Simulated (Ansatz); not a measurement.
C4H12GeO, singlet, at a GFN2-xTB geometry; CASSCF(4,3)/STO-3G (Ansatz, a program for electronic structure).

The Ansatz input:
Ansatz 0.2 input:
```yaml
crystal:
  periodic: [false, false, false]
  atoms:
    - {symbol: Ge, position_ang: [0.04919415, 0.48497318, 0.10992973]}
    - {symbol: O, position_ang: [0.17587688, -0.13019655, 1.75878547]}
    - {symbol: C, position_ang: [1.26103304, -0.72067223, -0.90428112]}
    - {symbol: C, position_ang: [2.70540971, -0.63210984, -0.43162579]}
    - {symbol: C, position_ang: [-1.87829832, 0.47609092, -0.44864976]}
    - {symbol: C, position_ang: [-2.46166535, -0.92819636, -0.50766397]}
    - {symbol: H, position_ang: [0.57114279, 1.92704976, 0.15726177]}
    - {symbol: H, position_ang: [-0.37236014, 0.28694608, 2.41888779]}
    - {symbol: H, position_ang: [1.20166890, -0.48515032, -1.96801078]}
    - {symbol: H, position_ang: [0.89577227, -1.74076994, -0.77758184]}
    - {symbol: H, position_ang: [3.33742830, -1.32194281, -0.98929147]}
    - {symbol: H, position_ang: [3.09165011, 0.37654798, -0.56686808]}
    - {symbol: H, position_ang: [2.76741058, -0.88000696, 0.62503872]}
    - {symbol: H, position_ang: [-2.44862746, 1.08588462, 0.25502826]}
    - {symbol: H, position_ang: [-1.96480130, 0.95536737, -1.42249797]}
    - {symbol: H, position_ang: [-1.94709806, -1.52373355, -1.25927385]}
    - {symbol: H, position_ang: [-2.35151858, -1.42836854, 0.45316139]}
    - {symbol: H, position_ang: [-3.52076992, -0.90006771, -0.76056555]}
basis:
  gaussian:
    orbitals: STO-3G
hamiltonian:
  xc: hf
magnetization: {spin_polarized: false}
correlation: {active_space: {window: {electrons: 4, orbitals: 3}}}
```

It wrote (shortened):

```
Functional definition: HF
712 factors; integrals over basis functions are off by at most 3.3e-5 eV
mean field evaluation 1: about -62100.9567 eV, gradient 2.3e1 eV
mean field evaluation 2: about -62101.2220 eV, gradient 2.3e1 eV
mean field evaluation 4: about -62103.3408 eV, gradient 1.5e0 eV
mean field evaluation 8: about -62103.3515 eV, gradient 1.7e-4 eV
mean field -62103.35146680 eV, -2282.2560712414 hartree, gradient 2.8e-6 eV, S^2 0.000000; 0 other end points of the search recorded, 0 dependent functions left out
reference -62103.35146680 eV, -2282.2560712414 hartree; 38, 38 occupied and 17, 17 virtual orbitals, 712 factors
state -62103.71891210 eV, -2282.2695746072 hartree
Total energy: -62103.71891210 eV, -2282.2695746072 hartree
```
